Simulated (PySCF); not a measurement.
## Structure from NMR data

Molecular formula: C6H7FO. Simulated spectra:

¹H NMR (400 MHz, computed): δ 7.62 (m, 1H), 7.04 (m, 1H), 6.10 (m, 1H), 6.09 (m, 1H), 2.16 (s, 3H).

¹³C{¹H} NMR (computed): δ 166.9, 154.2, 140.8, 137.8, 129.3, 13.6.

PySCF 2.14.0 with density-fitted response routines calculation with geometry from GFN2-xTB and shieldings: GIAO PBE0/pcSseg-1; no solvent model, fast rotation and ring inversion assumed for equivalent nuclei, non-relativistic Hamiltonian, one conformer.

Chemical shifts δ = σref − σ; TMS for ¹H (31.72 ppm) and ¹³C (186.93 ppm), all at this level.

Question: Choose the structure that fits.
A. C#C/C(C)=C(\F)OC
B. C=C/C=C(\C)C(=O)F
C. F[C@@H]1C=C[C@]12CCO2
D. FCC1=CCC=CO1

Answer: B. 

- Rings plus π bonds: 3 (no ring in the answer).
- 6 carbon signals for 6 carbons: no two carbons are equivalent.
- Carbon types of the structure: 2 × C, 2 × CH, 1 × CH2, 1 × CH3, which accounts for all hydrogens.
- δC 166.9: carbonyl carbon.
- δC 154.2: β carbon of a C=C–C=O unit; conjugation with the carbonyl draws π density from the β position.
- δC 140.8: alkene CH; an sp2 carbon of a C=C bond.
- δC 137.8: terminal =CH2 carbon; the olefinic region.
- δC 129.3: α carbon of a C=C–C=O unit; the olefinic region.

The others: C#C/C(C)=C(\F)OC would give 3 signals for carbon-bound and other non-exchanging H, not 5; FCC1=CCC=CO1 has carbons computed at 154.8, 147.9, 107.0, 100.5, 83.3, 24.7, with a different DEPT pattern; F[C@@H]1C=C[C@]12CCO2 would give 7 signals for carbon-bound and other non-exchanging H, not 5.

Splittings by ¹⁹F in the carbon and heteronuclear signals aren't shown, as no couplings were computed. Shifts are as computed. Against solution values, carbons near 30 ppm lie about +3 ppm off and those near 130 ppm about +5 ppm. Of 1211 compounds with measured shifts, 218 miss one by over three times the rms of a fit or turn the order of signals round; such compounds aren't used in these exercises. No couplings were computed; multiplicities are counted from neighbouring protons, with m where these are inequivalent, close in shift, in a saturated or five-membered ring or joined by F or P, and br s for small geminal =CH2 splittings.
